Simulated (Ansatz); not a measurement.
`[SiH3]C1BO1` + PH₃ → `[SiH3]P` + `B1CO1` at 600 K and 1 bar (ligand exchange at the Si–C bond).

Program: Ansatz. Geometries: PBE0-D4/def2-TZVP. ΔE: electronic, gas phase. CCSD(T)/CBS is the MP2 limit (def2-TZVPP, def2-QZVPP) plus CCSD(T) − MP2 in def2-TZVPP, frozen cores. This one scheme is used for every species.

```
      species  CCSD(T)/CBS energy (Eh)  H − E (kJ/mol)  S (J/(mol·K))
`[SiH3]C1BO1`               -430.08021           201.0          381.8
          PH₃               -342.72256            86.3          240.2
    `[SiH3]P`               -633.00997           151.6          340.7
      `B1CO1`               -139.80191           141.7          292.0
```

H − E and S are ideal-gas, rigid-rotor, harmonic terms from PBE0-D4/def2-TZVP, for one conformer and one mirror image of each species. 1 Eh = 2625.50 kJ/mol, R = 8.31446 J/(mol·K).

**Question.** By hand: ΔE, ΔH, ΔS and ΔG.

**Answer.** ΔE = (-633.00997) + (-139.80191) − (-430.08021) − (-342.72256) = -0.00911 Eh = -23.9 kJ/mol. Δ(H − E) = 151.6 + 141.7 − 201.0 − 86.3 = 6.0, so ΔH = -17.9 kJ/mol. ΔS = 340.7 + 292.0 − 381.8 − 240.2 = 10.7 J/(mol·K). ΔG = -17.9 − 600 × (10.7)/1000 = -24.3 kJ/mol.

**Question.** By hand: the equilibrium constant, and the temperature at which ΔG would vanish if ΔH and ΔS stayed fixed.

**Answer.** log₁₀ K = −ΔG/(RT ln 10) = 2.1. ΔH and −TΔS have one sign here, so there is no such temperature.

TΔS isn't small against ΔH here. A doubt of 5 kJ/mol in ΔE shifts log₁₀ K by 0.4 here. Other conformers and mirror images would add mixing entropy, several J/(mol·K) or more a flexible species. These are equilibria of isolated gas molecules and say nothing of rates. Largest T1 diagnostic: 0.016 (customary marks: 0.02 for closed shells, 0.045 for open ones).

ΔS is within the doubt of such terms, so its sign, and with it that verdict, could turn.
